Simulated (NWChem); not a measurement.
System: C4H5NO; SMILES C=C/C=N/C=O

NWChem input:

```
start job
memory heap 200 mb stack 900 mb global 1100 mb
geometry units angstroms noautosym
  C      0.517221    -2.715613    -0.015142
  C     -0.386606    -1.724498     0.048093
  C      0.008638    -0.329574    -0.067717
  N     -0.860219     0.615479     0.039555
  C     -0.335381     1.928353    -0.072373
  O      0.828647     2.233155     0.073784
  H      1.590777    -2.500890    -0.158185
  H      0.218922    -3.766839     0.078482
  H     -1.462417    -1.925021     0.196421
  H      1.092120    -0.102987    -0.261611
  H     -1.141174     2.694744    -0.300000
end
basis spherical
  * library def2-svp
end
dft
  xc pbe0
  grid fine
  iterations 150
end
driver
  maxiter 120
  tight
end
task dft optimize
task dft freq
```

Excerpt of the output:

```
             Northwest Computational Chemistry Package (NWChem) 7.3.0
             --------------------------------------------------------

                             Geometry "geometry" -> ""
                             -------------------------

 Output coordinates in angstroms (scale by  1.889725989 to convert to a.u.)

  No.       Tag          Charge          X              Y              Z
 ---- ---------------- ---------- -------------- -------------- --------------
    1 C                    6.0000     0.52337775    -2.70480864    -0.01012905
    2 C                    6.0000    -0.38044925    -1.71369364     0.05310595
    3 C                    6.0000     0.01479475    -0.31876964    -0.06270405
    4 N                    7.0000    -0.85406225     0.62628336     0.04456795
    5 C                    6.0000    -0.32922425     1.93915736    -0.06736005
    6 O                    8.0000     0.83480375     2.24395936     0.07879695
    7 H                    1.0000     1.59693375    -2.49008564    -0.15317205
    8 H                    1.0000     0.22507875    -3.75603464     0.08349495
    9 H                    1.0000    -1.45626025    -1.91421664     0.20143395
   10 H                    1.0000     1.09827675    -0.09218264    -0.25659805
   11 H                    1.0000    -1.13501725     2.70554836    -0.29498705

 Effective nuclear repulsion energy (a.u.)     200.4118159744

                                Z-matrix (autoz)
                                --------

 Units are Angstrom for bonds and degrees for angles

      Type          Name      I     J     K     L     M      Value
      ----------- --------  ----- ----- ----- ----- ----- ----------
    1 Stretch                  1     2                       1.34284
    2 Stretch                  1     7                       1.10412
    3 Stretch                  1     8                       1.09673
    4 Stretch                  2     3                       1.45446
    5 Stretch                  2     9                       1.10435
    6 Stretch                  3     4                       1.28823
    7 Stretch                  3    10                       1.12377
    8 Stretch                  4     5                       1.41832
    9 Stretch                  5     6                       1.21212
   10 Stretch                  5    11                       1.13511
   11 Bend                     1     2     3               121.41348
   12 Bend                     1     2     9               121.86970
   13 Bend                     2     1     7               121.13144
   14 Bend                     2     1     8               121.35654
   15 Bend                     2     3     4               120.90827
   16 Bend                     2     3    10               117.97713
   17 Bend                     3     2     9               116.71572
   18 Bend                     3     4     5               115.01884
   19 Bend                     4     3    10               121.11278
   20 Bend                     4     5     6               125.35315
   21 Bend                     4     5    11               112.21690
   22 Bend                     6     5    11               122.41981
   23 Bend                     7     1     8               117.51122
   24 Torsion                  1     2     3     4        -177.62955
   25 Torsion                  1     2     3    10           2.85590
   26 Torsion                  2     3     4     5         179.03067
   27 Torsion                  3     2     1     7          -0.04910
   28 Torsion                  3     2     1     8         179.61822
   29 Torsion                  3     4     5     6         -19.21732
   30 Torsion                  3     4     5    11         161.92210
   31 Torsion                  4     3     2     9           1.99561
   32 Torsion                  5     4     3    10          -1.47008
   33 Torsion                  7     1     2     9        -179.65483
   34 Torsion                  8     1     2     9           0.01248
   35 Torsion                  9     2     3    10        -177.51894

                           NWChem Geometry Optimization
                           ----------------------------

 maximum gradient threshold         (gmax) =   0.000015
 rms gradient threshold             (grms) =   0.000010
 maximum cartesian step threshold   (xmax) =   0.000060
 rms cartesian step threshold       (xrms) =   0.000040
 fixed trust radius                (trust) =   0.300000
 source of zmatrix                         =   autoz

          -------------------
          Energy Minimization
          -------------------

 Using diagonal initial Hessian
 Scaling for Hessian diagonals: bonds = 1.00  angles = 0.25  torsions = 0.10

          --------
          Step   0

                                 NWChem DFT Module
                                 -----------------

 Summary of "ao basis" -> "ao basis" (spherical)
 ------------------------------------------------------------------------------
       Tag                 Description            Shells   Functions and Types
 ---------------- ------------------------------  ------  ---------------------
 C                          def2-svp                 6       14   3s2p1d
 N                          def2-svp                 6       14   3s2p1d
 O                          def2-svp                 6       14   3s2p1d
 H                          def2-svp                 3        5   2s1p

[...]

      ----------------------
      Optimization converged
      ----------------------

  Step       Energy      Delta E   Gmax     Grms     Xrms     Xmax
  ---- ---------------- -------- -------- -------- -------- --------
@   38    -284.82153080 -1.1D-09  0.00001  0.00000  0.00002  0.00005
                                     ok       ok       ok       ok

                                Z-matrix (autoz)
                                --------

 Units are Angstrom for bonds and degrees for angles

[...]

 Rotational Constants
 --------------------
 A=   0.524622 cm-1  (  0.754797 K)
 B=   0.056157 cm-1  (  0.080796 K)
 C=   0.051674 cm-1  (  0.074346 K)

 Temperature                      =   298.15K
 frequency scaling parameter      =   1.0000

 Zero-Point correction to Energy  =   52.687 kcal/mol  (  0.083963 au)
 Thermal correction to Energy     =   56.647 kcal/mol  (  0.090273 au)
 Thermal correction to Enthalpy   =   57.240 kcal/mol  (  0.091217 au)

 Total Entropy                    =   78.811 cal/mol-K
   - Translational                =   39.146 cal/mol-K (mol. weight =  83.0371)
   - Rotational                   =   26.451 cal/mol-K (symmetry #  =        1)
   - Vibrational                  =   13.214 cal/mol-K

 Cv (constant volume heat capacity) =   20.683 cal/mol-K
   - Translational                  =    2.979 cal/mol-K
   - Rotational                     =    2.979 cal/mol-K
   - Vibrational                    =   14.724 cal/mol-K

[normal modes left out]

 ----------------------------------------------------------------------------
 Normal Eigenvalue ||           Projected Infra Red Intensities
  Mode   [cm**-1]  || [atomic units] [(debye/angs)**2] [(KM/mol)] [arbitrary]
 ------ ---------- || -------------- ----------------- ---------- -----------
    1       -0.000 ||    0.000882           0.020         0.860       0.236
    2       -0.000 ||    0.000003           0.000         0.003       0.001
    3       -0.000 ||    0.000675           0.016         0.658       0.181
    4       -0.000 ||    0.000879           0.020         0.857       0.235
    5       -0.000 ||    0.001372           0.032         1.337       0.367
    6        0.000 ||    0.000796           0.018         0.776       0.213
    7       83.153 ||    0.007037           0.162         6.860       1.884
    8      162.060 ||    0.002108           0.049         2.055       0.564
    9      191.275 ||    0.001879           0.043         1.832       0.503
   10      248.716 ||    0.006286           0.145         6.128       1.683
   11      395.594 ||    0.020538           0.474        20.022       5.498
   12      492.790 ||    0.001230           0.028         1.199       0.329
   13      638.883 ||    0.022406           0.517        21.843       5.998
   14      772.640 ||    0.027276           0.629        26.590       7.302
   15      935.382 ||    0.039126           0.903        38.142      10.474
   16      983.368 ||    0.040005           0.923        38.999      10.709
   17     1020.262 ||    0.004165           0.096         4.060       1.115
   18     1037.707 ||    0.014522           0.335        14.157       3.888
   19     1062.126 ||    0.035222           0.813        34.337       9.429
   20     1127.929 ||    0.165986           3.829       161.812      44.435
   21     1212.608 ||    0.005948           0.137         5.798       1.592
   22     1289.739 ||    0.001052           0.024         1.025       0.282
   23     1354.852 ||    0.027311           0.630        26.625       7.311
   24     1403.511 ||    0.024379           0.562        23.766       6.526
   25     1442.723 ||    0.001668           0.038         1.626       0.447
   26     1707.814 ||    0.029359           0.677        28.621       7.860
   27     1752.146 ||    0.415253           9.580       404.810     111.165
   28     1840.989 ||    0.209861           4.842       204.583      56.181
   29     3002.493 ||    0.105588           2.436       102.932      28.266
   30     3061.497 ||    0.016394           0.378        15.982       4.389
   31     3167.384 ||    0.001614           0.037         1.573       0.432
   32     3209.525 ||    0.000897           0.021         0.874       0.240
   33     3275.731 ||    0.000984           0.023         0.960       0.264
 ----------------------------------------------------------------------------
```

Level: PBE0/def2-SVP.
